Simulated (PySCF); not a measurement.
A structure optimised at B3LYP-D3(BJ)/def2-SVP, used in a PySCF frequency run:

```
S
O 1 1.5413
H 2 0.9911 1 120.99
F 1 1.5649 2 103.58 3 50.21
F 1 1.5649 2 103.58 3 -50.21
```
Charge +1, spin multiplicity 1.

Write its SMILES, formula and point group.

[OH+]=S(F)F, F2HOS, Cs

What are its rotational constants (standard atomic weights)?

7.9802, 7.6812, 4.7551 GHz
